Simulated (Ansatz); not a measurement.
Reaction (substitution at a C–Ga bond): `[CH3][GaH][NH2]` + `[SH][Mg][Cl]` → `C[S][Mg][Cl]` + `[NH2][GaH2]`

Computed with Ansatz on PBE0-D4/def2-TZVP structures; ΔE is electronic, products minus reactants. CCSD(T)/CBS is the MP2 limit (def2-TZVPP, def2-QZVPP) plus CCSD(T) − MP2 in def2-TZVPP, frozen cores. DFT in def2-TZVPP. HSE06 is defined as in plane-wave codes. For Ga, Mg outer-core shells are correlated without core-valence functions, which leaves a few kJ/mol of doubt a bond. Scalar relativity is left out up to krypton. Each species was taken in one conformer, which may not be the lowest.

`[CH3][GaH][NH2]`:

Cartesian coordinates in Å:
```
C -1.355 0.492 0.396
Ga 0.078 -0.318 -0.671
N 1.748 -0.385 0.048
H -2.156 -0.230 0.570
H -1.795 1.339 -0.136
H -0.990 0.843 1.362
H -0.064 -0.928 -2.106
H 2.546 -0.780 -0.420
H 1.987 -0.033 0.959
```

`[SH][Mg][Cl]`:

```xyz
4

S    -0.965    0.851   -1.111
Mg    0.014   -0.177    0.669
Cl    0.928   -1.152    2.387
H     0.023    0.477   -1.945
```

`C[S][Mg][Cl]`:

```xyz
7

C     0.272   -0.604    1.060
S     0.151   -1.157   -0.678
Mg   -0.403    0.744   -1.799
Cl   -0.933    2.574   -2.859
H    -0.676   -0.218    1.432
H     0.537   -1.482    1.649
H     1.052    0.144    1.196
```

`[NH2][GaH2]`:

Cartesian coordinates in Å:
```
N 0.459 -0.830 0.092
Ga -0.414 0.749 -0.083
H 0.375 -1.595 -0.556
H 1.085 -1.047 0.848
H -1.347 0.903 -1.325
H -0.158 1.820 1.024
```

| level | ΔE (kJ/mol) | difference from CCSD(T)/CBS |
| --- | --- | --- |
| B97M-V | 58.4 | -11.0 |
| PBE0-D4 | 62.7 | -6.7 |
| r2SCANh-D4 | 65.6 | -3.8 |
| r2SCAN0-D4 | 66.0 | -3.4 |
| HSE06-D4 | 62.7 | -6.7 |
| ωB97X-V | 62.5 | -6.9 |
| ωB97M-V | 64.7 | -4.7 |
| PBE-QIDH | 66.3 | -3.1 |
| PBE | 61.0 | -8.4 |
| revPBE | 60.2 | -9.2 |
| HSE06 | 62.8 | -6.6 |
| MP2/def2-TZVPP | 70.5 | 1.1 |
| HF/def2-QZVPP | 60.2 | -9.2 |
| MP2/def2-QZVPP | 70.7 | 1.3 |
| MP2/CBS(def2) | 71.2 | 1.8 |
| CCSD/CBS(def2) | 69.9 | 0.5 |
| CCSD(T)/CBS | 69.4 | 0 |

Largest T1 diagnostic among the species: 0.014.

In def2-TZVPP, CCSD(T) changes the Hartree–Fock value by +8.1 kJ/mol (the triples alone add −0.5 kJ/mol) and MP2 by +9.9 kJ/mol. Leaving LDA and LC-ωPBE aside and taking each functional with its dispersion term where it has one, the values, not all of them listed here, spread over 9.1 kJ/mol, from revPBE-D4 to PBE-QIDH. At CCSD(T), def2-SVP lies −5.6 kJ/mol from the extrapolated value and def2-TZVPP −0.7 kJ/mol.
